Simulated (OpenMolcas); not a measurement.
Rh2+: moving or changing the point charges

Rh2+ among 5 point charges of -2 e arranged as a trigonal bipyramid (D3h), 2.2 Å from the ion, with the axial distance 2.244 Å.
```
   2.2000    0.0000    0.0000  -2.00
  -1.1000    1.9053    0.0000  -2.00
  -1.1000   -1.9053    0.0000  -2.00
   0.0000    0.0000    2.2440  -2.00
   0.0000    0.0000   -2.2440  -2.00
```

```
Program             : OpenMolcas
Method              : CASSCF
Basis               : ANO-RCC-VTZP [7s6p4d2f1g]
Scalar Hamiltonian  : DKH2, point nucleus
Active space        : 7 electrons in 5 orbitals (4d)
State averaging     : 2S+1 = 4 even, 10 roots; 2S+1 = 2 even, 40 roots
Spin-orbit coupling : state interaction with AMFI integrals over the reference wave functions
```

Runs around this geometry, states (labels of D3, the rotations of D3h). Energies in cm-1 above the lowest state or level, χT in cm3 K/mol.

| R (Å) | q (e) | Ground state | First state of that spin | First gap with spin-orbit (degeneracies) | χT at 300 K | First state of another spin |
| --- | --- | --- | --- | --- | --- | --- |
| 2.2 | -1 | 4A2 | 4A1 164.1 | 371.9 (2, 2) | 4.847 | 2E 14200 |
| 2.2 | -2 | 4A2 | 4A1 852.8 | 11.4 (2, 2) | 4.332 | 2A2 11561 |
| 2.3 | -2 | 4A1 | 4A2 46.1 | 690.7 (2, 2) | 4.793 | 2E 12909 |

The ground state changes within this set.

Without dynamic correlation the repulsion within the d shell is too large (B by tens of per cent), so at a given field states of lower spin stand too high. Point charges give a weaker field than real ligands, and real ions of this kind are as a rule low spin; the high spin found here belongs to the model. Spin-orbit coupling mixes the spin-free states strongly: the lowest level takes only 49 % from its leading state, 4A1, which lies 164 cm-1 above the lowest spin-free state (figures for R = 2.2, q = -1; the like holds for R = 2.3, q = -2). The ground term spreads over less than 5000 cm-1, several times less than with real ligands, so orbital moments are less quenched and χT lies further from the spin-only value than at real sites (holds for R = 2.2, q = -1; R = 2.2, q = -2). Point charges carry no covalency, so the field is a model and not that of real ligands. No measured value stands beside these numbers.
